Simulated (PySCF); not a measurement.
# Telling isomers of C$_{6}$H$_{10}$OSi$_{2}$ apart by NMR

Theory: geometry from PBE0-D3(BJ)/def2-SVP, shielding tensors at PBE0/pcSseg-1 (GIAO), in PySCF 2.14.0 with density-fitted response routines (single conformer, fast rotation and ring inversion assumed for equivalent nuclei, non-relativistic Hamiltonian, no solvent).

Chemical shifts δ = σref − σ; TMS for ¹H (σ = 31.27 ppm) and ¹³C (σ = 184.41 ppm), all at this level. Where no couplings were computed, multiplicities follow the n + 1 count of equivalent neighbours, and m marks all less simple cases (inequivalent or close neighbours, rings, F or P nearby). Shifts are as computed. Against solution values, carbons near 30 ppm lie about +2 ppm off and those near 130 ppm about +5 ppm. Of 1211 compounds with measured shifts, 218 miss one by over three times the rms of a fit or turn the order of signals round; such compounds aren't used in these exercises. OH and NH positions are gas-phase values without hydrogen bonding to other molecules.

(1) Tabulate the signals of `[SiH3]/C=C\[SiH2]c1ccco1`, `[SiH3]/C=C/[SiH2]c1ccco1`, `C=CC1=C[SiH2]C=C[Si@@H]1O` and their relative energies.

(2) What is the quickest way to tell [SiH3]/C=C\[SiH2]c1ccco1 from C=CC1=C[SiH2]C=C[Si@@H]1O?

(3) What is the quickest way to tell [SiH3]/C=C/[SiH2]c1ccco1 from C=CC1=C[SiH2]C=C[Si@@H]1O?

(4) What is the quickest way to tell [SiH3]/C=C\[SiH2]c1ccco1 from [SiH3]/C=C/[SiH2]c1ccco1?

## Answers

(1) 
```json
{"SMILES": "[SiH3]/C=C\\[SiH2]c1ccco1", "carbon types": "1×C 5×CH", "δC": "156.5, 155.7, 154.5, 153.8, 135.3, 116.5", "δH": "7.81 (m, 1H), 7.27 (m, 1H), 7.22 (m, 1H), 7.18 (m, 1H), 6.58 (m, 1H), 4.88 (d, 2H), 3.43 (d, 3H)", "E rel. (kcal/mol)": "31.9"}
{"SMILES": "[SiH3]/C=C/[SiH2]c1ccco1", "carbon types": "1×C 5×CH", "δC": "158.3, 157.4, 153.0, 152.9, 130.3, 115.6", "δH": "7.72 (m, 1H), 7.33 (m, 1H), 7.24 (m, 1H), 6.87 (m, 1H), 6.55 (m, 1H), 4.88 (d, 2H), 4.29 (d, 3H)", "E rel. (kcal/mol)": "29.5"}
{"SMILES": "C=CC1=C[SiH2]C=C[Si@@H]1O", "carbon types": "1×C 4×CH 1×CH2", "δC": "165.1, 159.8, 154.6, 153.3, 147.6, 129.2", "δH": "7.34 (m, 1H), 7.21 (m, 1H), 6.60 (m, 1H), 6.51 (m, 1H), 6.48 (m, 1H), 5.62 (m, 1H), 5.10 (m, 1H), 4.61 (m, 1H), 4.58 (m, 1H), 0.93 (br s, 1H)", "E rel. (kcal/mol)": "0.0"}
```

Energies are electronic energies at PBE0/pcSseg-1 on these geometries, without zero-point or thermal terms, each for the one conformer computed, which needn't be the lowest.

(2) Both give the same number of carbon signals, but DEPT or the intensities differ. The first has an aromatic CH at 116.5 ppm, the second a terminal =CH2 carbon at 129.2 ppm. Their most deshielded carbons lie at 156.5 and 165.1 ppm. In the proton spectra the most deshielded non-exchanging signals are 7.81 (m, 1H) and 7.34 (m, 1H).

(3) Both give the same number of carbon signals, but DEPT or the intensities differ. The first has an aromatic CH at 115.6 ppm, the second a terminal =CH2 carbon at 129.2 ppm. Their most deshielded carbons lie at 158.3 and 165.1 ppm.

(4) Both give the same number of carbon signals, with the same numbers of each carbon type, so the positions decide. The first has an aromatic CH at 135.3 ppm, the second an aromatic CH at 130.3 ppm. Their most deshielded carbons lie at 156.5 and 158.3 ppm.
